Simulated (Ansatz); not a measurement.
`[AlH2][SiH2]Cl` + `[OH][GeH3]` → `Cl[SiH2][O][GeH3]` + `[AlH3]`  (cleavage of the Si–Al bond)

Calculated with Ansatz (gas phase, PBE0-D4/def2-TZVP geometries, no zero-point term in ΔE). CCSD(T)/CBS is the MP2 limit (def2-TZVPP, def2-QZVPP) plus CCSD(T) − MP2 in def2-TZVPP, frozen cores. This one scheme is used for every species. Functionals use def2-TZVPP. HSE06 is defined as in plane-wave codes. For Ge outer-core shells are correlated without core-valence functions, which leaves a few kJ/mol of doubt a bond. Scalar relativity is left out up to krypton. One conformer a species, not always the lowest.

Task: Is it downhill or uphill in electronic energy at CCSD(T)/CBS, and by how much? (Best estimate.)

Result: Computed: Downhill: ΔE = -29.3 kcal/mol.

Task: What do these levels give: B97M-V, ωB97X-V, PBE-QIDH, PBE, PBE0, HSE06? (An estimate is asked.)

Result: The calculation gave: B97M-V -31.4, ωB97X-V -29.0, PBE-QIDH -28.3, PBE -22.0, PBE0 -24.2, HSE06 -24.2 kcal/mol.

Largest T1 diagnostic among the species: 0.011.

From BLYP to BHLYP (50 % exact exchange), in def2-TZVPP and without D4, ΔE moves by −4.9 kcal/mol. The D4 term adds −1.4 kcal/mol with B3LYP and −0.8 kcal/mol with PBE0; it sums over pairs of atoms, weighted by their polarisabilities, and B3LYP, whose exchange is more repulsive, gets the larger term. Leaving LDA and LC-ωPBE aside and taking each functional with its dispersion term where it has one, the values, not all of them listed here, spread over 9.2 kcal/mol, from BHLYP-D4 to PBE-D4. LDA lies −2.2 kcal/mol from PBE without D4.

B3LYP here is the variant with VWN-RPA as its local correlation; programs differ in this.
